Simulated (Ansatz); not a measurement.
Job for Ansatz (an electronic-structure program): R-CCSD(T)/cc-pV(D+d)Z on BClH2O (SMILES OBCl), a point of a torsion scan. Files ending in .json are basis or fitting sets from the Basis Set Exchange.

Ansatz 0.2 input:
```yaml
crystal:
  periodic: [false, false, false]
  atoms:
    - {symbol: O, position_ang: [-0.97332292, -0.14175708, -0.32714664]}
    - {symbol: B, position_ang: [0.18221337, 0.45116735, -0.07970259]}
    - {symbol: Cl, position_ang: [1.33428479, -0.22689706, 1.02505239]}
    - {symbol: H, position_ang: [-1.38927835, -0.68457478, 0.34511670]}
    - {symbol: H, position_ang: [0.50880923, 1.34406583, -0.76236362]}
basis:
  gaussian:
    orbitals: cc-pV_D+d_Z.json
magnetization: {spin_polarized: false}
correlation: {method: ccsd_t, electrons: outside_noble_gas}
scf: {lower_state_search: off}
```

The head of its log:

```
WARN ansatz: RAYON_NUM_THREADS=1 ignored (pool sized by the plan → 1); use --threads N
Functional definition: HF
these checks for a lower state are left out or cut short: stability, starts, cluster_reference, orbital_swaps, neighbouring_geometries, increment
integrals: 0.03 GiB planned
584 factors; integrals over basis functions are off by at most 8.6e-4 eV
mean field: 0.10 GiB planned
mean field evaluation 1: about -15245.0464 eV, gradient 3.0e1 eV
mean field evaluation 2: about -15245.0488 eV, gradient 3.0e1 eV
mean field evaluation 4: about -15246.8872 eV, gradient 2.4e0 eV
mean field evaluation 8: about -15246.9095 eV, gradient 1.4e-4 eV
mean field -15246.90947716 eV, -560.3135885590 hartree, gradient 2.8e-6 eV, S^2 0.000000; 0 other end points of the search recorded, 0 dependent functions left out
7 core orbitals not correlated
reference -15246.90947716 eV, -560.3135885590 hartree; 9, 9 occupied and 45, 45 virtual orbitals, 584 factors
```

### Question
What total energy does the run end on?

### Answer
-560.7596 hartree (reference determinant -560.3136, T1 diagnostic 0.013).
